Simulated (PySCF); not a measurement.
First SCF of a structure search on quartet RuCl₃, at a hand-made trigonal planar geometry. PySCF input:

```python
from pyscf import gto, scf, dft
mol = gto.M(atom='''
Ru     0.000000     0.000000     0.000000
Cl     2.240000     0.000000     0.000000
Cl    -1.120000     1.939900     0.000000
Cl    -1.120000    -1.939900     0.000000''',
    basis={'Ru': 'def2-TZVP', 'Cl': 'def2-TZVP'},
    ecp={'Ru': 'def2-TZVP'},
    charge=0, spin=3)
mf = dft.UKS(mol, xc='PBE0')
mf.grids.atom_grid = (50, 194)
aux = {'Ru': 'def2-universal-JKFIT', 'Cl': 'def2-universal-JKFIT'}
mf = mf.density_fit(auxbasis=aux)
mf.conv_tol = 1e-08
mf.diis_space = 10
mf.max_cycle = 60
mf.init_guess = 'minao'
mf.verbose = 4
mf.kernel()
```

Excerpt of the output (cycles alone):

```
init E= -1467.28886303453
cycle= 1 E= -1474.12622512379  delta_E= -6.84  |g|= 1.52  |ddm|= 3.01
cycle= 2 E= -1464.7454489016  delta_E= 9.38  |g|= 3.17  |ddm|= 7.43
cycle= 3 E= -1474.1868386132  delta_E= -9.44  |g|= 1.41  |ddm|= 7.44
cycle= 4 E= -1474.7510019634  delta_E= -0.564  |g|= 0.914  |ddm|= 0.406
cycle= 5 E= -1474.96384043324  delta_E= -0.213  |g|= 0.577  |ddm|= 0.648
cycle= 6 E= -1475.10684291395  delta_E= -0.143  |g|= 0.264  |ddm|= 0.533
cycle= 7 E= -1475.14163523459  delta_E= -0.0348  |g|= 0.0841  |ddm|= 0.199
cycle= 8 E= -1475.14637971075  delta_E= -0.00474  |g|= 0.018  |ddm|= 0.0798
cycle= 9 E= -1475.14662128409  delta_E= -0.000242  |g|= 0.00927  |ddm|= 0.0243
cycle= 10 E= -1475.14666402435  delta_E= -4.27e-05  |g|= 0.00536  |ddm|= 0.00721
cycle= 11 E= -1475.14668544417  delta_E= -2.14e-05  |g|= 0.00168  |ddm|= 0.00637
cycle= 12 E= -1475.14668928896  delta_E= -3.84e-06  |g|= 0.000579  |ddm|= 0.00361
cycle= 13 E= -1475.14669015836  delta_E= -8.69e-07  |g|= 0.000282  |ddm|= 0.00157
cycle= 14 E= -1475.14669094337  delta_E= -7.85e-07  |g|= 0.000243  |ddm|= 0.00183
cycle= 15 E= -1475.14669184696  delta_E= -9.04e-07  |g|= 0.000215  |ddm|= 0.00241
cycle= 16 E= -1475.14669295728  delta_E= -1.11e-06  |g|= 0.000181  |ddm|= 0.00346
cycle= 17 E= -1475.14669478172  delta_E= -1.82e-06  |g|= 0.000105  |ddm|= 0.00853
cycle= 18 E= -1475.1466952496  delta_E= -4.68e-07  |g|= 7.05e-05  |ddm|= 0.00553
cycle= 19 E= -1475.14669528027  delta_E= -3.07e-08  |g|= 1.83e-05  |ddm|= 0.00151
cycle= 20 E= -1475.14669528094  delta_E= -6.72e-10  |g|= 1.39e-05  |ddm|= 0.000208
Extra cycle  E= -1475.14669528027  delta_E= 6.73e-10  |g|= 4.13e-05  |ddm|= 3.56e-05
converged SCF energy = -1475.14669528027  <S^2> = 3.7829834  2S+1 = 4.0164578
```

No lower solution of this spin was found from smeared starts or by a stability analysis within the unrestricted form.

Other spin states or occupations of the open shell can lie lower.

The search for the lowest solution, 3 starts and the stability check together, took 38 s on 4 threads of a shared Arm Neoverse V1 host, with 151 basis functions; the process peaked at 0.65 GiB. Launch command: `OMP_NUM_THREADS=4 python axn.py task.json out`.
